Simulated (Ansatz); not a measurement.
Geometry optimisation, RKS B3LYP/def2-SVP (Ansatz).

Input file:

```yaml
crystal:
  periodic: [false, false, false]
  atoms:
    - { symbol: "N", position_ang: [0.9479, -1.6349, -0.7815] }
    - { symbol: C, position_ang: [0.7047, -0.2669, -0.3029] }
    - { symbol: O, position_ang: [1.6386, 0.5516, -0.3373] }
    - { symbol: "N", position_ang: [-0.4966, 0.1415, 0.2062] }
    - { symbol: B, position_ang: [-0.8477, 1.5232, 0.7339] }
    - { symbol: Cl, position_ang: [-2.526, 1.9704, 1.3904] }
    - { symbol: H, position_ang: [0.1412, -2.2758, -0.78] }
    - { symbol: H, position_ang: [1.8668, -1.8683, -1.1745] }
    - { symbol: H, position_ang: [-1.3487, -0.5441, 0.2592] }
    - { symbol: H, position_ang: [0.0029, 2.3522, 0.7894] }
basis:
  gaussian: { orbitals: def2-SVP }
hamiltonian:
  xc: b3lyp
relax:
  f_tol: 0.02
  max_steps: 50
output:
  orbitals: {}
```

Run as:

```bash
$ ansatz run input.yaml --threads 2 --pin off --max-ram 3072MiB --backend cpu --events-out ev --progress --plain --runs-dir out
```

Where does it end, and by what steps?

The forces met the threshold. After 9 steps the energy has fallen by 0.910 eV; Cl6 moved furthest, 0.27 Å.

| step | energy less start (eV) | largest force component (eV/Å) | accepted |
| --- | --- | --- | --- |
| 0 | 0.0000 | 5.047 | yes |
| 1 | -0.7442 | 1.995 | yes |
| 2 | -0.8132 | 1.337 | yes |
| 3 | -0.8683 | 0.473 | yes |
| 4 | -0.8995 | 0.375 | yes |
| 5 | -0.9087 | 0.064 | yes |
| 6 | -0.9095 | 0.040 | yes |
| 7 | -0.9097 | 0.060 | yes |
| 8 | -0.9099 | 0.058 | yes |
| 9 | -0.9101 | 0.015 | yes |

```xyz
10
Properties=species:S:1:pos:R:3
N 0.833 -1.540 -0.670
C 0.791 -0.233 -0.251
O 1.746 0.508 -0.280
N -0.475 0.155 0.254
B -0.817 1.454 0.683
Cl -2.456 1.717 1.311
H -0.004 -2.069 -0.878
H 1.688 -1.829 -1.128
H -1.175 -0.579 0.333
H -0.046 2.364 0.629
```

Whether the end is a true minimum wasn't checked by a vibrational analysis.

The run took 28 s on 2 threads of Arm Neoverse V2 (shared host), peak memory 0.24 GiB.
